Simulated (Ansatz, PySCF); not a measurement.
Dimer: C2H4 (SMILES C=C) (first 6 atoms) with CH5N (SMILES CN); geometry from B3LYP-D3(BJ)/def2-TZVP, rigid monomers moved along the line of their centres of mass till H5···N8 is 2.23 Å.
(charge 0, multiplicity 1):
```tsv
atom	x (Å)	y (Å)	z (Å)
C	-0.6430	0.2606	0.0678
C	0.5421	-0.1998	0.4439
H	-0.9135	0.3668	-0.9764
H	-1.3948	0.5514	0.7920
H	0.8122	-0.3058	1.4893
H	1.2868	-0.4881	-0.2898
C	-0.6292	0.3227	3.7053
N	0.7245	-0.2326	3.7208
H	-1.2940	-0.3707	3.1881
H	-0.6268	1.2542	3.1375
H	-1.0576	0.5293	4.6949
H	0.7493	-1.1082	4.2292
H	1.3677	0.3981	4.1837
```

Interaction energies are E(AB) − E(A) − E(B) at the monomers' geometry in the complex; basis-set methods are counterpoise corrected. Rows marked so take none.

Correlated levels freeze the cores. Rows in 6-311+G** carry no dispersion term and start afresh at each structure.

Programs: Ansatz (Gaussian basis) for Hartree–Fock, density functionals and correlated methods; PySCF for 6-311+G** rows. 

Problem. Predict the interaction energy from CCSD(T)/aug-cc-pVDZ.

Solution. -27 meV

Problem. What interaction energy does SCS-MP2/aug-cc-pVDZ give?

Solution. 2 meV

Problem. Estimate the interaction energy that B3LYP/6-311+G** (no counterpoise) returns for this input.

Solution. 11 meV

Ansatz is a quantum-chemistry and plane-wave program.
